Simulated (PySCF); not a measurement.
ClFH5NSi2, SMILES N[SiH2][Si@H](F)Cl.

Geometry optimised at PBE0-D3(BJ)/def2-SVP. The structure was generated by enumeration; whether it is a known compound was not checked. Other conformers were not sampled.

Two levels are set side by side: TDDFT-PBE/def2-SVPD (PySCF) and TDDFT-ωB97X/def2-SVPD (PySCF). Vertical, same geometry. The lowest singlet is HOMO→LUMO 98 % with PBE and HOMO→LUMO 94 % with the other functional; states are paired by order. Differences are taken from unrounded values.

```
quantity                               TDDFT-PBE
-------------------------------------  ---------
lowest singlet excitation (eV)              4.78
lowest triplet excitation (TDA) (eV)        4.30
first bright state (f over 0.05) (eV)       6.34
its oscillator strength                     0.10
```

Problem. These are the TDDFT-PBE values. What does TDDFT-ωB97X give? (An estimate is asked for; the answer gives what the named calculation found.)

Solution. 
```csv
quantity,TDDFT-ωB97X,TDDFT-PBE minus TDDFT-ωB97X
lowest singlet excitation (eV),5.76,-0.98
lowest triplet excitation (TDA) (eV),5.20,-0.90
first bright state (f over 0.05) (eV),7.68,-1.34
its oscillator strength,0.05,0.04
```

A lower first singlet is the usual sign of a functional without exact exchange. Differences between two approximate levels are no errors against the true value.

Rough cost on one machine, each run with all the roots and properties that it gave: TDDFT-ωB97X against TDDFT-PBE about 10 times.
